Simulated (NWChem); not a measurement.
Species: C2H6ClFSi; SMILES F[SiH2]CCCl

```xyz
11

F     -0.0057     2.7918    -0.0511
Si     0.4566     1.2203     0.1154
C     -1.0511     0.1544    -0.3196
C     -1.0188    -1.2223     0.3250
Cl     0.5589    -2.0594    -0.0160
H      1.6149     1.0027    -0.8077
H      0.8403     1.0058     1.5516
H     -1.9589     0.6992     0.0224
H     -1.1260     0.0679    -1.4241
H     -1.8147    -1.8952    -0.0485
H     -1.0987    -1.1615     1.4280
```
Atoms are numbered in this order, from 1.

Computed with NWChem. Pople sets run with spherical d functions. STO-3G and 3-21G are far too small for this property and stand as cheap habits. Structure relaxed at the PBE-D3(BJ)/def2-SVP level. Field at 589 nm.

```
level           isotropic polarisability (bohr³)  anisotropy (bohr³)
--------------  --------------------------------  ------------------
B3LYP/STO-3G                                26.8                 9.2
B3LYP/6-31G*                                52.2                11.8
B3LYP/def2-SVP                              53.8                 9.7
```
